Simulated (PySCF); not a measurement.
Zn(I)(Et), SMILES C[CH2][Zn][I], PBE0/def2-SVP optimised geometry.

```
9

Zn     0.63     0.45     0.00
I      3.08     0.45     0.00
C     -1.32     0.46    -0.01
C     -1.98    -0.45     1.02
H     -1.64     0.19    -1.03
H     -1.64     1.51     0.14
H     -1.71    -0.19     2.05
H     -1.71    -1.51     0.87
H     -3.08    -0.40     0.95
```

Density from PBE0/def2-TZVP, def2 effective core potentials past Kr (PySCF) at that geometry. The core electrons that the potentials of I replace are not part of the density.

Minimum of the electron density along straight lines between bonded atoms, close to the bond critical point (lines longer than 1.1 times the sum of covalent radii, or with two minima, are not listed):

```csv
bond,length / Å,ρ at the minimum / e bohr⁻³,∇²ρ there / e bohr⁻⁵,position (fraction from the first atom)
Zn1–I2,2.451,0.072,0.12,0.43
Zn1–C3,1.954,…,0.21,0.49
C3–C4,1.526,…,…,0.50
C3–H5,1.104,0.267,-0.87,0.64
C3–H6,1.104,0.267,-0.87,0.64
C4–H7,1.102,0.272,-0.91,0.64
C4–H8,1.102,0.272,-0.91,0.64
C4–H9,1.104,0.270,-0.90,0.64
```

Q: Fill in the missing entries.

A: 
- Zn1–C3, ρ at the minimum / e bohr⁻³: 0.113
- C3–C4, ρ at the minimum / e bohr⁻³: 0.241
- C3–C4, ∇²ρ there / e bohr⁻⁵: -0.58
